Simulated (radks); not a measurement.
Results of a calculation; reference values are marked as such.
Task: These are the eigenvalues of the occupied orbitals of an atom or ion with whole-number occupations (hartree). Level of theory: Dirac Kohn-Sham, BLYP, spin-unpolarised, spherical densities, finite nucleus; Fermi nuclear charge, rms radius of each element as measured or else 0.836 A^(1/3) + 0.57 fm (a radial shooting solver on a logarithmic mesh with Libxc functionals).

1s1/2: -1245.671
2s1/2: -284.9527
2p1/2: -277.8028
2p3/2: -267.5498

Which element is it, and in what charge state? The configuration may be excited. Open shells, if any, fill j = l - 1/2 first.

Result: Z = 51, antimony, charge +44: Sb44+ in [He] 2s2 2p3. The list shows which subshells hold electrons but not how many an open one holds; the 1s level, -1245.7 hartree, gives Z - s = 49.9 by -(Z - s)^2/2, which with screening and relativity narrows Z to a few neighbours, and the depths of the outer levels then fix element, charge and occupations together.
